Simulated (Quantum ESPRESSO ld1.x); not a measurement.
Pm XIX, 43 electrons, occupied as [Kr] 4d7 (the NIST ground configuration).

All-electron calculation, Dirac Kohn-Sham, PBE, spin-unpolarised, spherical densities, point nucleus; open shells are shared between the two j in proportion to 2j + 1. Program: ld1.x of Quantum ESPRESSO 7.5.

Energy parts (eV):
total: -269608
kinetic: 291840
electron-nucleus: -640397
Hartree: 84757
exchange-correlation: -5809

Orbitals (lengths in bohr, moments of r in powers of bohr; <r^-3> diverges for s and p1/2; r(90%) holds 90 % of the orbital's charge):
[
 {"orbital": "1s1/2", "occ.": "2", "eigenvalue (eV)": "-45427.5", "<r^2>": "0.0007316", "r(90%)": "0.0419", "<r^-3>": "-"},
 {"orbital": "2s1/2", "occ.": "2", "eigenvalue (eV)": "-7756.11", "<r^2>": "0.01150", "r(90%)": "0.153", "<r^-3>": "-"},
 {"orbital": "2p1/2", "occ.": "2", "eigenvalue (eV)": "-7368.16", "<r^2>": "0.008388", "r(90%)": "0.136", "<r^-3>": "-"},
 {"orbital": "2p3/2", "occ.": "4", "eigenvalue (eV)": "-6807.86", "<r^2>": "0.009635", "r(90%)": "0.144", "<r^-3>": "8411"},
 {"orbital": "3s1/2", "occ.": "2", "eigenvalue (eV)": "-2034.17", "<r^2>": "0.07701", "r(90%)": "0.381", "<r^-3>": "-"},
 {"orbital": "3p1/2", "occ.": "2", "eigenvalue (eV)": "-1868.37", "<r^2>": "0.07208", "r(90%)": "0.374", "<r^-3>": "-"},
 {"orbital": "3p3/2", "occ.": "4", "eigenvalue (eV)": "-1754.98", "<r^2>": "0.07922", "r(90%)": "0.391", "<r^-3>": "1754"},
 {"orbital": "3d3/2", "occ.": "4", "eigenvalue (eV)": "-1467.80", "<r^2>": "0.06381", "r(90%)": "0.363", "<r^-3>": "291.5"},
 {"orbital": "3d5/2", "occ.": "6", "eigenvalue (eV)": "-1443.19", "<r^2>": "0.06581", "r(90%)": "0.369", "<r^-3>": "262.2"},
 {"orbital": "4s1/2", "occ.": "2", "eigenvalue (eV)": "-724.746", "<r^2>": "0.3632", "r(90%)": "0.810", "<r^-3>": "-"},
 {"orbital": "4p1/2", "occ.": "2", "eigenvalue (eV)": "-659.735", "<r^2>": "0.3759", "r(90%)": "0.830", "<r^-3>": "-"},
 {"orbital": "4p3/2", "occ.": "4", "eigenvalue (eV)": "-631.642", "<r^2>": "0.4055", "r(90%)": "0.860", "<r^-3>": "439.4"},
 {"orbital": "4d3/2", "occ.": "2.8", "eigenvalue (eV)": "-523.442", "<r^2>": "0.4313", "r(90%)": "0.902", "<r^-3>": "66.33"},
 {"orbital": "4d5/2", "occ.": "4.2", "eigenvalue (eV)": "-517.915", "<r^2>": "0.4406", "r(90%)": "0.911", "<r^-3>": "59.42"}
]

The highest occupied level is 4d5/2 at -517.92 eV. The density falls to 0.001 e/bohr^3 at r = 1.60 bohr. For comparison, the ionisation energy in NIST's Atomic Spectra Database is 534 eV (theoretical). In exact Kohn-Sham theory the highest level is minus the ionisation energy, but local and semilocal functionals leave it too shallow, through self-interaction and a potential that decays too fast; potentials with the right tail come closer.

Beside tabulated values, note that spin-unpolarised runs miss the spin-polarisation part of the exchange energy of open shells.
